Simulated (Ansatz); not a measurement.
# Abstraction of Cl: C2H9ClSi2 + GeH3 → C2H9Si2 + GeH3Cl

Species: C2H9ClSi2 `C[SiH2][SiH](C)Cl`, singlet; GeH3 `[GeH3]`, doublet; C2H9Si2 `C[SiH][SiH2]C`, doublet; GeH3Cl (chlorogermane) `[Cl][GeH3]`, singlet. A radical takes Cl: the energy is the difference in strength between the Si–Cl bond broken and the Ge–Cl bond made.

Shapes, held fixed at every level: PBE0-D4/def2-TZVP. Flexible molecules stand in one conformer, not always the lowest. Programs: Ansatz 0.2.0. Electronic energies: no zero-point or thermal term.

```tsv
level	kind	ΔE (kJ/mol)	less CCSD(T)/def2-TZVPP
MP2/def2-TZVPP	perturbation theory	+49.2	+3.9
PBE-D4/def2-TZVPP	GGA	+42.6	-2.7
B3LYP-D4/def2-TZVPP	global hybrid	+48.1	+2.8
wB97M-V/def2-TZVPP	range-separated hybrid	+57.3	+12.0
wB97X-V/def2-TZVPP	range-separated hybrid	+48.4	+3.1
CCSD/def2-TZVPP	coupled cluster or CI	+45.1	-0.2
CCSD(T)/def2-TZVPP	coupled cluster or CI	+45.3	0.0
```

The highest level, CCSD(T)/def2-TZVPP, gives ΔE = +45.3 kJ/mol; the levels span +42.6 to +57.3. The column of differences is taken from that level and isn't an error. No measured value is set beside it here. Open shells run unrestricted. Relativity is left out for Ge. Outer-core shells of Ge are correlated, in sets that cover them unevenly.
